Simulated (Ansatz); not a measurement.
Total energies of `[NH2][GeH2][OH]`.

Z-matrix (Å, degrees):
```
Ge
O 1 1.780
N 1 1.819 2 104.8
H 1 1.538 2 111.2 3 -115.1
H 1 1.548 2 106.5 3 123.0
H 2 0.959 1 112.1 3 -147.4
H 3 1.009 1 115.8 2 -150.0
H 3 1.009 1 117.0 2 77.3
```

The species carries charge 0 and has multiplicity 1. Correlated methods include outer-core shells of Ge, which these sets cover unevenly. Scalar relativity is left out up to krypton. The geometry is a stationary point of PBE0-D4/def2-TZVP. It is one conformer, not always the lowest. Basis def2-TZVPP, Ansatz.

RPA on PBE orbitals: Hartree–Fock energy of these orbitals -2207.63365 Eh, correlation -1.13509 Eh (frozen core).

| functional | energy without D4 (Eh) | D4 term (kJ/mol) |
| --- | --- | --- |
| BLYP | -2210.09615 | -25.1 |
| B3LYP | -2210.12983 | -18.2 |

(1) Give the same for LDA (SPW92), PBE, revPBE, r2SCAN, B97M-V, PBE0, r2SCANh, r2SCAN0, HSE06 (plane-wave form), BHLYP, CAM-B3LYP, LC-ωPBE, ωB97X-V, ωB97M-V, B2PLYP, PBE-QIDH. (An estimate is asked.)

B3LYP takes the VWN-RPA correlation (the form of Gaussian; ORCA's B3LYP/G). HSE06 is the plane-wave form, built on full-range PBE exchange. The double hybrids freeze the cores in their second-order part.

Results:

(1) Computed: 
| functional | energy without D4 (Eh) | D4 term (kJ/mol) |
| --- | --- | --- |
| LDA (SPW92) | -2205.89781 | – |
| PBE | -2209.60893 | -11.3 |
| revPBE | -2209.87269 | -35.2 |
| r2SCAN | -2210.00069 | -2.6 |
| B97M-V | -2209.65821 | – |
| PBE0 | -2209.66907 | -9.4 |
| r2SCANh | -2209.98502 | -2.8 |
| r2SCAN0 | -2209.96275 | -3.1 |
| HSE06 (plane-wave form) | -2209.66312 | -8.7 |
| BHLYP | -2209.98696 | -13.7 |
| CAM-B3LYP | -2210.15237 | -9.4 |
| LC-ωPBE | -2209.73502 | – |
| ωB97X-V | -2209.84501 | – |
| ωB97M-V | -2209.90893 | – |
| B2PLYP | -2209.61765 | – |
| PBE-QIDH | -2209.32921 | – |

LC-ωPBE has ω = 0.4 bohr⁻¹.
